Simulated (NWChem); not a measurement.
System: GaH3; SMILES [GaH3]

```xyz
4

Ga     0.0000     0.0000     0.0000
H      1.1176     1.1176     0.0000
H      0.4091    -1.5267     0.0000
H     -1.5267     0.4091     0.0000
```
Atoms are numbered in this order, from 1.

Results from NWChem. Pople sets run with spherical d functions. Geometry: optimised at PBE-D3(BJ)/def2-SVP. Static field.

For level PBE/def2-SVP:

| Item | Result |
|---|---|
| isotropic polarisability (bohr³) | 28.2 |
| anisotropy (bohr³) | 14.4 |

Question: What are these values for level PBE/6-31G*?

Answer: 
| Item | Value |
|---|---|
| isotropic polarisability (bohr³) | 25.9 |
| anisotropy (bohr³) | 12.4 |
